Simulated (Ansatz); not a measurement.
**Worked example: CuBr + InH2(CH3) → CuH + InH(CH3)Br**

Species: CuBr, singlet; InH2(CH3), singlet; CuH, singlet; InH(CH3)Br, singlet. The partners trade Br for H: Cu–Br and In–H bonds give way to Cu–H and In–Br.

Shapes, held fixed at every level: PBE0-D4/def2-TZVP. Programs: Ansatz 0.2.0. Electronic energies: no zero-point or thermal term.

At wB97M-V/def2-TZVPP; 1 Eh = 2625.50 kJ/mol:

```
   species   energy (Eh)
      CuBr  -4214.489403
 InH2(CH3)   -231.138009
       CuH  -1640.991395
InH(CH3)Br  -2804.637220
```

Task: Work out ΔE of the reaction at this level.

Result: 
1. Products less reactants: (-1640.991395) + (-2804.637220) − [(-4214.489403) + (-231.138009)] = -0.001203 Eh = -3.2 kJ/mol.

Other levels give -26.9 (SPW92/def2-TZVPP) to +46.2 kJ/mol (HF/def2-SVP). No measured value is set beside it here. For atoms past krypton def2 sets carry core potentials with scalar relativity. Relativity is left out for Br, Cu. That is about zero within the method's error.
